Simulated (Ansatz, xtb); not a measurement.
C6H6BBr: 4 structures ranked

4 gas-phase structures of C6H6BBr, from a drawn sample of its isomers (lower ones may exist). Each was relaxed with GFN2-xTB:

A. `BrC1=CBC=CC=C1`, a singlet
B. `BrC1=CC=CBC=C1`, a singlet
C. `Bc1ccc(Br)cc1`, a singlet
D. `BrBc1ccccc1`, a singlet

Task: Estimate their order in r2SCAN-D4/def2-SVP energy at these geometries, lowest first.

Result: Calculated order at r2SCAN-D4/def2-SVP: D (0.0), C (150.8), A (187.6), B (195.3) kJ/mol.

Energies above the lowest of each column, in kJ/mol; the last columns are at PBE-D3(BJ)/def2-SVP geometries and were run for some of them only (a dash: not run or not comparable):

| structure | GFN2-xTB | HF/STO-3G | r2SCAN-D4/def2-SVP | PBE-D3(BJ)/def2-SVP | CCSD(T)/def2-SVP + ΔMP2/def2-TZVPP |
| --- | --- | --- | --- | --- | --- |
| D | 0.0 | 0.0 | 0.0 | 0.0 | 0.0 |
| C | 111.9 | 132.2 | 150.8 | 147.8 | 142.2 |
| A | 212.7 | 228.0 | 187.6 | 179.4 | 188.7 |
| B | 219.0 | 233.5 | 195.3 | – | – |

Every level run on D puts it lowest or level with the lowest. Flexible structures stand in one conformer each, not always the lowest. Frequencies (GFN2-xTB) were run for A, C, D alone. ΔMP2 is the change of the MP2 energy from the smaller to the larger basis.

Over these structures GFN2-xTB departs from r2SCAN-D4/def2-SVP by 21.9 kJ/mol on average once a common shift is removed. A GFN2-xTB relaxation took about 0.097 s and the r2SCAN-D4/def2-SVP energy about 2.6 s on a shared host (Ansatz 0.2.0, xtb 6.7.1).
